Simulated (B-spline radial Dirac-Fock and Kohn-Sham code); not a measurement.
# Subshell photoionisation cross sections of Te⁶⁺ against photon energy

System: tellurium as Te⁶⁺, [Kr] 4d10.

Input file task.json (cfg lists n, l and occupation; rrms is the nuclear radius in fm):

```json
{"items": [{
  "Z": 52,
  "q": 6,
  "cfg": [[1, 0, 2], [2, 0, 2], [2, 1, 6], [3, 0, 2], [3, 1, 6], [3, 2, 10], [4, 0, 2], [4, 1, 6], [4, 2, 10]],
  "A": 130,
  "rrms": 4.7423,
  "do": ["binding", "quiet", "photo"],
  "hv": [51.4, 66.8, 76.4, 111.0, 172.0, 392.0, 739.0, 1100.0, 1150.0, 1490.0, 1820.0, 2250.0, 2570.0, 4430.0, 5370.0, 5480.0, 8550.0, 14400.0, 15200.0, 18000.0, 19100.0, 29000.0, 44100.0, 83000.0]
}]}
```

Launch: `python xray_run.py task.json out`

Level of theory: a relativistic central-field model (Hartree-Slater potential of the initial state, Latter tail, multipole expansion of the photon field, Dirac-Fock thresholds); a radial B-spline solver. Values are in kb; a dash marks an energy below the computed threshold.

| hν (eV) | 1s | 2p1/2 | 3s | 3d5/2 | 4p3/2 |
| --- | --- | --- | --- | --- | --- |
| 392 | – | – | – | – | 211 |
| 739 | – | – | – | 1410 | 94.0 |
| 1100 | – | – | 76.0 | 554 | 49.8 |
| 1150 | – | – | 70.8 | 494 | 46.0 |
| 1490 | – | – | 49.4 | 245 | 28.7 |
| 1820 | – | – | 36.4 | 138 | 19.5 |
| 2250 | – | – | 25.7 | 72.8 | 12.7 |
| 2570 | – | – | 20.6 | 48.3 | 9.64 |
| 4430 | – | – | 7.63 | 8.03 | 2.83 |
| 5370 | – | 37.6 | 5.28 | 4.12 | 1.77 |
| 5480 | – | 35.7 | 5.08 | 3.83 | 1.68 |
| 8550 | – | 10.5 | 2.07 | 0.758 | 0.530 |
| 14400 | – | 2.27 | 0.676 | 0.102 | 0.122 |
| 15200 | – | 1.93 | 0.600 | 0.0819 | 0.104 |
| 18000 | – | 1.15 | 0.410 | 0.0416 | 0.0627 |
| 19100 | – | 0.953 | 0.358 | 0.0327 | 0.0524 |
| 29000 | – | 0.254 | 0.134 | 0.00585 | 0.0142 |
| 44100 | 2.78 | 0.0650 | 0.0472 | 0.00100 | 0.00363 |
| 83000 | 0.492 | 0.00796 | 0.00902 | 6.81e-05 | 0.000429 |

At 83000 eV the multipoles beyond E1 give 15.3 % of 1s, 31.8 % of 2p1/2, 17.8 % of 3s, 51.0 % of 3d5/2, 31.4 % of 4p3/2.

Run: 2.5 s of CPU time on 1 thread of Intel(R) Xeon(R) Platinum 8488C (shared host), peak memory 0.34 GiB.
